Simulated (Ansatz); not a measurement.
Two members of one family (Si20H28 nanocrystal and its variants) that differ in charge, which shifts all levels, computed with Ansatz in the gas phase; def2 core potentials for In, no spin–orbit coupling. The two geometries come from different levels. Levels of anions in sets without diffuse functions are rough. The structures are stationary points that may keep the symmetry of their start.

First: Si20H28 (singlet, charge 0, PBE-D4/def2-SVP geometry).

Cartesian coordinates in Å:
```
Si -3.730 -0.410 2.200
Si -1.377 -2.382 -3.453
Si 1.363 1.042 -3.434
Si -1.160 2.512 2.585
Si 1.268 3.185 -0.304
Si -1.153 0.257 -0.555
Si -0.748 -2.884 1.538
Si 1.792 -2.105 -1.172
Si 1.757 0.105 1.959
Si 4.235 0.796 -0.917
Si -2.557 -1.096 -1.870
Si -2.491 1.263 1.101
Si -2.357 -2.113 3.077
Si -0.064 1.932 -1.789
Si 0.474 -3.507 -2.528
Si 2.887 -0.432 -2.411
Si -0.087 4.197 1.334
Si 0.484 1.181 3.620
Si 2.856 1.780 0.720
Si 0.422 -1.138 0.481
H -4.537 0.200 3.319
H -4.694 -1.026 1.217
H -2.314 -3.400 -4.059
H -0.900 -1.477 -4.560
H 2.137 2.173 -4.067
H 0.585 0.342 -4.519
H -2.039 3.142 3.640
H 2.005 4.246 -1.091
H -1.453 -3.679 0.467
H 0.229 -3.805 2.228
H 2.846 -2.946 -0.486
H 2.785 -0.810 2.585
H 4.996 1.866 -1.661
H 5.231 -0.127 -0.259
H -3.586 -0.236 -2.564
H -3.291 -2.034 -0.943
H -3.455 2.213 0.425
H -3.228 -3.272 3.501
H -1.651 -1.594 4.303
H -1.101 2.836 -2.415
H 1.315 -4.078 -3.644
H -0.028 -4.658 -1.693
H 3.754 -1.075 -3.468
H -1.123 5.073 0.672
H 0.757 5.061 2.240
H 1.396 2.080 4.422
H -0.143 0.190 4.564
H 3.694 2.613 1.665
```

```tsv
level	HOMO (eV)	LUMO (eV)	gap (eV)
PBE-D4/def2-SVP	-6.18	-2.10	4.07
PBE-D4/def2-TZVP	-6.17	-2.23	3.94
r2SCAN-D4/def2-SVP	-6.44	-2.03	4.41
PBE0-D4/def2-SVP	-7.14	-1.47	5.68
PBE0-D4/def2-TZVP	-7.09	-1.54	5.55
```

Second: InSi19H28⁻, In on an inner site (singlet, charge -1, r2SCAN-D4/def2-SVP geometry).

```xyz
48

Si   -0.511    3.831    2.327
Si    2.346   -2.458    3.116
Si   -0.602   -3.898   -0.052
Si   -2.905    2.515   -0.413
Si   -2.872   -1.276   -1.481
In   -0.570   -0.109    1.574
Si    2.562    2.184    0.388
Si    2.497   -1.434   -0.725
Si    0.140    1.045   -2.341
Si    0.156   -2.608   -3.480
Si    0.882   -0.693    3.636
Si   -1.949    2.086    1.690
Si    1.370    4.141    0.938
Si   -1.936   -2.055    0.534
Si    3.680   -2.027    1.223
Si    1.174   -3.246   -1.458
Si   -4.180    0.645   -1.080
Si   -1.352    2.857   -2.150
Si   -1.214   -0.740   -3.072
Si    1.154    0.447   -0.312
H    -1.189    5.171    2.450
H     0.027    3.518    3.695
H     3.286   -2.807    4.240
H     1.563   -3.708    2.835
H    -1.369   -4.942   -0.820
H    -0.057   -4.592    1.161
H    -3.832    3.705   -0.410
H    -3.770   -2.296   -2.134
H     3.282    1.757    1.636
H     3.624    2.567   -0.607
H     3.523   -1.213   -1.808
H     1.124    1.349   -3.440
H    -0.653   -3.747   -4.034
H     1.191   -2.263   -4.514
H     0.132   -1.122    4.871
H     1.763    0.443    4.084
H    -3.100    2.125    2.663
H     2.302    5.093    1.637
H     0.948    4.835   -0.322
H    -3.094   -2.594    1.335
H     4.524   -3.240    0.933
H     4.642   -0.922    1.556
H     2.063   -4.432   -1.722
H    -5.211    0.331   -0.032
H    -4.938    0.996   -2.332
H    -2.122    2.955   -3.440
H    -0.638    4.166   -1.990
H    -1.895   -0.341   -4.354
```

Q: Estimate the same table for the second.

A: 
```
             level  HOMO (eV)  LUMO (eV)  gap (eV)
   PBE-D4/def2-SVP      -2.77       0.89      3.66
  PBE-D4/def2-TZVP      -2.85       0.70      3.55
r2SCAN-D4/def2-SVP      -3.00       0.97      3.97
  PBE0-D4/def2-SVP      -3.68       1.53      5.21
 PBE0-D4/def2-TZVP      -3.70       1.40      5.10
```
